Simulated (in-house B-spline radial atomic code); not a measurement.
Mo⁶⁺. Computed with a B-spline radial atomic code. Model: all-electron spherical atom, spin shells full or empty, radial basis limit, no spin-orbit coupling, Breit or QED, empty-state partial waves extrapolated as (l+1/2)^-4, RPA, G0W0 and static COHSEX of the highest shell as one setting changes (uncorrelated shells keep exact exchange).

Given: element Mo; charge 6; filled core Ar; hamiltonian one-electron scalar X2C; mean-field start Hartree-Fock; highest l of empty states 9; nuclear rms radius 4.4091 fm; highest mean-field shell 4p.

Shell: 3d 5 5, 4s 1 1, 4p 3 3 (electrons up and down).

| lowest nl shells left uncorrelated | RPA correlation energy (hartree) | G0W0 level (eV) | G0W0 minus most complete (meV) | COHSEX level (eV) | linearised minus solved G0W0 (meV) |
| --- | --- | --- | --- | --- | --- |
| 0 | -2.5693 | -127.06 | 0 | -129.55 | -0.1 |
| 1 | -2.4077 | -127.06 | 2.1 | -129.55 | -0.1 |
| 2 | -2.2259 | -127.06 | 3.2 | -129.55 | -0.1 |
| 3 | -1.711 | -127.04 | 17.1 | -129.52 | -0.1 |
| 4 | ? | ? | ? | ? | ? |
| 5 | ? | ? | ? | ? | ? |
| 6 | -0.35 | -126.78 | 285.1 | -129.01 | 0 |
| 7 | -0.24127 | -127.31 | -252.5 | -129.48 | 0 |

Problem. What follows for lowest nl shells left uncorrelated = 5?

Solution. RPA correlation energy -1.0656 hartree; G0W0 level -127.11 eV; G0W0 minus most complete -48.7 meV; COHSEX level -129.61 eV; linearised minus solved G0W0 -0.1 meV.

Problem. What follows for lowest nl shells left uncorrelated = 4?

Solution. RPA correlation energy -1.5446 hartree; G0W0 level -127.05 eV; G0W0 minus most complete 12.3 meV; COHSEX level -129.52 eV; linearised minus solved G0W0 -0.1 meV.
